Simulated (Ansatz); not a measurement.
`C[N]=[Mo](=[O])([OH])[Cl]` + `[F][Ag]` → `C[N]=[Mo](=[O])([OH])[F]` + `[Cl][Ag]` at 600 K and 1 bar (redistribution).

Calculated with Ansatz (gas phase, PBE0-D4/def2-TZVP geometries, no zero-point term in ΔE). CCSD(T)/CBS adds triple-zeta CCSD(T) − MP2 to the extrapolated MP2 energy (def2 sets, frozen cores). Elements past krypton have def2 core potentials. For Ag, Mo outer-core shells are correlated without core-valence functions, which leaves a few kJ/mol of doubt a bond. Each species was taken in one conformer, which may not be the lowest.

| species | CCSD(T)/CBS energy (Eh) | H − E (kJ/mol) | S (J/(mol·K)) |
| --- | --- | --- | --- |
| `C[N]=[Mo](=[O])([OH])[Cl]` | -773.56674 | 227.1 | 487.1 |
| `[F][Ag]` | -246.69940 | 23.0 | 260.6 |
| `C[N]=[Mo](=[O])([OH])[F]` | -413.57520 | 228.2 | 471.5 |
| `[Cl][Ag]` | -606.73060 | 22.7 | 271.7 |

H − E and S are ideal-gas, rigid-rotor, harmonic terms from PBE0-D4/def2-TZVP, for one conformer and one mirror image of each species. 1 Eh = 2625.50 kJ/mol, R = 8.31446 J/(mol·K).

**Question.** By hand: ΔE, ΔH, ΔS and ΔG.

**Answer.** ΔE = (-413.57520) + (-606.73060) − (-773.56674) − (-246.69940) = -0.03966 Eh = -104.1 kJ/mol. Δ(H − E) = 228.2 + 22.7 − 227.1 − 23.0 = 0.8, so ΔH = -103.3 kJ/mol. ΔS = 471.5 + 271.7 − 487.1 − 260.6 = -4.5 J/(mol·K). ΔG = -103.3 − 600 × (-4.5)/1000 = -100.6 kJ/mol.

**Question.** By hand: the equilibrium constant, and the temperature at which ΔG would vanish if ΔH and ΔS stayed fixed.

**Answer.** log₁₀ K = −ΔG/(RT ln 10) = 8.8. ΔG = 0 at ΔH/ΔS = 22956 K, far beyond where these terms or the molecules hold.

The number of gas molecules stays the same, so ΔS is small and ΔH decides. A doubt of 5 kJ/mol in ΔE shifts log₁₀ K by 0.4 here. Other conformers and mirror images would add mixing entropy, several J/(mol·K) or more a flexible species. These are equilibria of isolated gas molecules and say nothing of rates. Largest T1 diagnostic: 0.023 (customary marks: 0.02 for closed shells, 0.045 for open ones).
